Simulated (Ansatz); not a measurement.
Stepwise reaction of `[SH][Al]([Br])[Br]` with hydrogen sulfide, as a gas-phase model of exchange steps in deposition or etching. ΔE in kJ/mol; ΔG adds harmonic PBE0-D4 terms to CCSD(T)/CBS, at 1 bar.

Isolated molecules relaxed with PBE0-D4/def2-TZVP in Ansatz; ΔE leaves out vibrations. CCSD(T)/CBS is the MP2 limit (def2-TZVPP, def2-QZVPP) plus CCSD(T) − MP2 in def2-TZVPP, frozen cores. This one scheme is used for every species. Functionals use def2-TZVPP. B3LYP here is the variant with VWN-RPA as its local correlation; programs differ in this. For Br outer-core shells are correlated without core-valence functions, which leaves a few kJ/mol of doubt a bond. Scalar relativity is left out up to krypton. One conformer a species, not always the lowest.

```
step                                                 reaction  PBE-D4  B3LYP-D4  ωB97M-V  CCSD(T)/CBS  ΔG(500 K)
   1  `[SH][Al]([Br])[Br]` + H₂S → `[SH][Al]([SH])[Br]` + HBr    42.5      47.0     48.5         49.2       52.8
```

**Question.** Give the row of step 2, `[SH][Al]([SH])[Br]` + H₂S → `[SH][Al]([SH])[SH]` + HBr. (An estimate is asked.)

**Answer.** The calculation gave: 
```
step                                                 reaction  PBE-D4  B3LYP-D4  ωB97M-V  CCSD(T)/CBS  ΔG(500 K)
   2  `[SH][Al]([SH])[Br]` + H₂S → `[SH][Al]([SH])[SH]` + HBr    44.4      49.3     50.5         51.3       44.0
```

**Question.** By hand: ΔE of the 2 steps together at CCSD(T)/CBS.

**Answer.** (49.2) + (51.3) = 100.5 kJ/mol, or 50.2 kJ/mol a step.

In ΔE the steps differ by no more than 2.1 kJ/mol. All are uphill at CCSD(T)/CBS. ΔG lies between 44.0 and 52.8 kJ/mol a step. PBE-D4 differs from CCSD(T)/CBS by -6.9 to -6.7 kJ/mol a step. Isolated molecules leave out the surface, adducts and barriers. Largest T1 diagnostic: 0.011.
